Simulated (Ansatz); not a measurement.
Mulliken charges of CH5FGeS, SMILES `[CH3][GeH]([F])[SH]` from ωB97M-V/def2-TZVPP in Ansatz (PBE0-D4/def2-TZVP geometry).

| atom | x (Å) | y (Å) | z (Å) | charge (e) |
| --- | --- | --- | --- | --- |
| C1 | -0.030 | 0.602 | -1.062 | -0.444 |
| Ge2 | 0.370 | -0.703 | 0.309 | 0.584 |
| F3 | 1.906 | -0.214 | 0.980 | -0.388 |
| S4 | -1.129 | -0.735 | 1.929 | -0.291 |
| H5 | -0.982 | 0.366 | -1.538 | 0.139 |
| H6 | -0.088 | 1.594 | -0.614 | 0.132 |
| H7 | 0.762 | 0.598 | -1.812 | 0.140 |
| H8 | 0.559 | -2.154 | -0.151 | 0.011 |
| H9 | -1.279 | 0.600 | 1.943 | 0.118 |

Question: By hand: the dipole of these point charges (1 e Å = 4.8032 D).

Answer: Σ q r = (-0.368, 0.011, -0.610) e Å, of length 0.712 e Å = 3.42 D.

Question: How does the dipole of the full density compare? (Best estimate.)

Answer: Ansatz gave: (-0.300, 0.147, -0.427) e Å, 2.60 D; the point charges give 1.32 times that, at 15° from its direction.

Point charges leave out the atoms' own dipoles, such as those of lone pairs, and Mulliken's split depends on the basis, so the two needn't agree.
